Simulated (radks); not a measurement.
Isoelectronic series with 11 electrons, all held in the configuration [Ne] 3s1, which need not be the ground one along the series. All-electron calculation, scalar-relativistic Kohn-Sham, PBE, spin-polarised, spherical densities, finite nucleus; open shells are filled with parallel spins first; Fermi nuclear charge, rms radius of each element as measured or else 0.836 A^(1/3) + 0.57 fm. Program: a radial shooting solver on a logarithmic mesh with Libxc functionals. Total energies (hartree) and mean radii <r> (bohr) (* marks an orbital that is empty in some or all of the ions):

ion   E (hartree)  3p up*  3s up  2p down
Mg+    -199.99959   3.430  2.768   0.6865
Al2+   -241.78221   2.530  2.192   0.6000
Si3+   -287.73516   2.038  1.839   0.5335
P4+    -337.85879   1.719  1.593   0.4806
S5+    -392.15688   1.492  1.410   0.4374
Cl6+   -450.63524   1.322  1.267   0.4014
Ar7+   -513.30110   1.187  1.151   0.3710
